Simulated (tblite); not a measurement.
Cl4Zr (SMILES [Cl][Zr]([Cl])([Cl])[Cl]), singlet, at a GFN2-xTB geometry (such geometries of metal compounds can be far from the true shape); tblite 0.6.0 with GFN1-xTB.

The tblite input:
```
$ tblite run mol.xyz --method gfn1 --charge 0 --spin 0 --json tblite.json --no-restart

# file mol.xyz
5

Zr    -0.00000000     0.00000000     0.00000000
Cl     1.79919529    -0.56519177    -1.22978742
Cl     0.64651622     0.46587134     2.10568355
Cl    -0.98544887     1.81277582    -0.90092002
Cl    -1.46026264    -1.71345538     0.02502389
```

Predict the main parts of the log of this tblite run.


```
xTB calculator
 | screened Coulomb repulsion
 | Coulomb electrostatics
 |  * isotropic Klopman-Ohno-Mataga-Nishimoto electrostatics
 |  * onsite third-order electrostatics
 | DFT-D3(BJ) dispersion correction

halogen bonding energy    0.0000000000000E+00 Eh
repulsion energy          7.6286185607763E-02 Eh
dispersion energy        -3.2776120393834E-03 Eh
number of electrons       3.2000000000000E+01 e
integral cutoff           4.0000000000000E+01 bohr

------------------------------------------------------------
  cycle        total energy    energy error   density error
------------------------------------------------------------
      1     -18.46022910602  -1.8533238E+01   7.7056405E-01
      2     -18.63626037152  -1.7603127E-01   3.7588246E-01
      3     -18.51929251790   1.1696785E-01   4.4386528E-01
      4     -25.67131052313  -7.1520180E+00   2.7247299E+00
      5     -18.66999571868   7.0013148E+00   1.9930594E-02
      6     -18.65432441044   1.5671308E-02   1.3485205E-01
      7     -18.66653232640  -1.2207916E-02   6.9765750E-02
      8     -18.66748011651  -9.4779011E-04   6.0943116E-02
      9     -18.66956674693  -2.0866304E-03   3.5647055E-02
     10     -18.67011743463  -5.5068770E-04   2.4940678E-02
     11     -18.67047389874  -3.5646411E-04   1.4297363E-02
     12     -18.67061833237  -1.4443363E-04   5.9524664E-03
     13     -18.67064548086  -2.7148491E-05   1.9176620E-03
     14     -18.67064843072  -2.9498584E-06   4.7755990E-04
     15     -18.67064862153  -1.9081380E-07   7.3640489E-05
     16     -18.67064862616  -4.6257078E-09   8.6514316E-06
------------------------------------------------------------

electronic energy        -1.8743657199726E+01 Eh
total energy             -1.8670648626157E+01 Eh

Post processing:
 | Mayer-Wiberg bond orders

[Info] JSON dump of results written to 'tblite.json'
```
